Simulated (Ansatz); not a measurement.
Stepwise reaction of `C[O][GeH]([OH])[O]C` with water, as a gas-phase model of exchange steps in deposition or etching. ΔE in kJ/mol.

Program: Ansatz. Geometries: PBE0-D4/def2-TZVP. ΔE: electronic, gas phase. CBS: MP2 limit from def2 TZ/QZ plus the TZ coupled-cluster correction, frozen cores. This one scheme is used for every species. Functionals use def2-TZVPP. B3LYP here is the variant with VWN-RPA as its local correlation; programs differ in this. For Ge outer-core shells are correlated without core-valence functions, which leaves a few kJ/mol of doubt a bond. Scalar relativity is left out up to krypton. Each species was taken in one conformer, which may not be the lowest.

```
step                                                     reaction  PBE-D4  B3LYP-D4  ωB97M-V  CCSD(T)/CBS
   2  `C[O][GeH]([OH])[OH]` + H₂O → `[OH][GeH]([OH])[OH]` + CH₃OH    -0.7       0.5     -0.7          3.1
```

(1) Give the row of step 1, `C[O][GeH]([OH])[O]C` + H₂O → `C[O][GeH]([OH])[OH]` + CH₃OH. (An estimate is asked.)

(2) By hand: ΔE of the 2 steps together at CCSD(T)/CBS.

Answers

(1) Ansatz gave: 
```csv
step,reaction,PBE-D4,B3LYP-D4,ωB97M-V,CCSD(T)/CBS
1,`C[O][GeH]([OH])[O]C` + H₂O → `C[O][GeH]([OH])[OH]` + CH₃OH,0.0,1.6,0.5,4.2
```

(2) (4.2) + (3.1) = 7.3 kJ/mol, or 3.7 kJ/mol a step.

In ΔE the steps differ by no more than 1.1 kJ/mol. PBE-D4 differs from CCSD(T)/CBS by -4.2 to -3.8 kJ/mol a step. Isolated molecules leave out the surface, adducts and barriers. Largest T1 diagnostic: 0.012.
